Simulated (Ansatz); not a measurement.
An input meant for the cluster Rb₄Br₃⁺ (charge 1, singlet; atoms displaced at random, 0.15 Å in each coordinate; with a point charge).

```yaml
crystal:
  periodic: [false, false, false]
  atoms:
    - {symbol: Rb, position_ang: [0.678449, -0.299048, -5.948411]}
    - {symbol: Rb, position_ang: [-0.761113, -6.059156, 2.387231]}
    - {symbol: Rb, position_ang: [-3.937431, 4.469049, 1.881677]}
    - {symbol: Rb, position_ang: [4.395477, 0.856073, 1.359716]}
    - {symbol: Br, position_ang: [0.208478, 4.109058, -2.149935]}
    - {symbol: Br, position_ang: [2.027742, -3.835300, -1.782889]}
    - {symbol: Br, position_ang: [-0.893063, -0.913229, 4.767513]}
basis:
  gaussian: {orbitals: def2-SVP, point_charges: [{charge: 2.00, position_ang: [5.219, 0.059, 0.558]}]}
total_charge: 1
hamiltonian: {xc: {name: HSE06}, dispersion: d4}
scf: {lower_state_search: light}
output: {forces: true}
```

```sh
$ ansatz run in.yaml --threads 4 --pin off --events-out ev --progress --plain --max-ram 4787MiB
```

Shortened log:

```
Functional definition: HSE06
1834 factors; integrals over basis functions are off by at most 3.4e-4 eV
205 factors; integrals over basis functions are off by at most 6.2e-6 eV
mean field evaluation 1: about -212705.5036 eV, gradient 4.5e1 eV
mean field evaluation 2: about -212354.6404 eV, gradient 1.4e2 eV
mean field evaluation 4: about -212708.7987 eV, gradient 3.1e1 eV
mean field evaluation 8: about -212709.0547 eV, gradient 3.6e1 eV
mean field evaluation 16: about -212721.6548 eV, gradient 1.8e-1 eV
mean field evaluation 32: about -212721.6616 eV, gradient 1.8e-3 eV
mean field evaluation 64: about -212721.6572 eV, gradient 2.1e-1 eV
mean field evaluation 96: about -212721.6482 eV, gradient 5.3e-2 eV
mean field -212721.66157361 eV, -7817.3768749093 hartree, gradient 2.3e-6 eV, S^2 0.000000; 7 other end points of the search recorded, 0 dependent functions left out
reference -212721.66179226 eV, -7817.3768829446 hartree; 70, 70 occupied and 122, 122 virtual orbitals, 1834 factors
Total energy: -212721.86434734 eV, -7817.3843267064 hartree
Atom 0 at     0.678449    -0.299048    -5.948411 Å, force     0.018626    -0.008539    -0.049133 eV/Å
Atom 1 at    -0.761113    -6.059156     2.387231 Å, force     0.034691    -0.018659     0.019076 eV/Å
Atom 2 at    -3.937431     4.469049     1.881677 Å, force    -0.020564     0.103755     0.006843 eV/Å
Atom 3 at     4.395477     0.856073     1.359716 Å, force    -8.601031     8.269276     8.333214 eV/Å
Atom 4 at     0.208478     4.109058    -2.149935 Å, force    -0.023387    -0.202882     0.089818 eV/Å
Atom 5 at     2.027742    -3.835300    -1.782889 Å, force    -0.091900     0.198573     0.111445 eV/Å
Atom 6 at    -0.893063    -0.913229     4.767513 Å, force     0.048613    -0.045387    -0.183976 eV/Å
Dipole moment:   -10.656607    -0.753335    -1.659697 e Å
```

In this input the coordinates are in bohr but typed as ångström. The run converged. The result belongs to that input, not to the species as meant.

In the def2 sets Rb takes a core potential; there is no spin–orbit coupling. HSE06 is defined as in plane-wave codes, on full-range PBE exchange.
